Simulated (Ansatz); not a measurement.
Reaction (ligand exchange at the Si–N bond): `BN([SiH3])CC=C` + `N=CS` → `[SiH3]/N=C\S` + `BNCC=C`

Computed with Ansatz on PBE0-D4/def2-TZVP structures; ΔE is electronic, products minus reactants. CCSD(T)/CBS adds triple-zeta CCSD(T) − MP2 to the extrapolated MP2 energy (def2 sets, frozen cores). This one scheme is used for every species. Functionals use def2-TZVPP. B3LYP here is the variant with VWN-RPA as its local correlation; programs differ in this. Each species was taken in one conformer, which may not be the lowest.

```json
{"level": "PBE-D4", "ΔE (kcal/mol)": "-3.0"}
{"level": "B2PLYP", "ΔE (kcal/mol)": "-2.5"}
{"level": "PBE0", "ΔE (kcal/mol)": "-2.9"}
{"level": "B3LYP", "ΔE (kcal/mol)": "-3.9"}
{"level": "HF/def2-TZVPP", "ΔE (kcal/mol)": "-1.8"}
{"level": "MP2/def2-QZVPP", "ΔE (kcal/mol)": "-0.4"}
{"level": "MP2/CBS(def2)", "ΔE (kcal/mol)": "-0.5"}
{"level": "CCSD/CBS(def2)", "ΔE (kcal/mol)": "-0.4"}
```

(1) What does CCSD(T)/CBS give? (Estimate.)

Largest T1 diagnostic among the species: 0.015.

Results:

(1) The calculation gave: -0.4 kcal/mol. The listed levels differ from it by -2.6, -2.1, -2.5, -3.5, -1.4, 0.0, -0.1, 0.0 kcal/mol.

The D4 term adds +1.6 kcal/mol with B3LYP and +0.9 kcal/mol with PBE0; it sums over pairs of atoms, weighted by their polarisabilities, and B3LYP, whose exchange is more repulsive, gets the larger term. In def2-TZVPP, CCSD(T) changes the Hartree–Fock value by +1.8 kcal/mol (the triples alone add −0.1 kcal/mol) and MP2 by +1.7 kcal/mol.
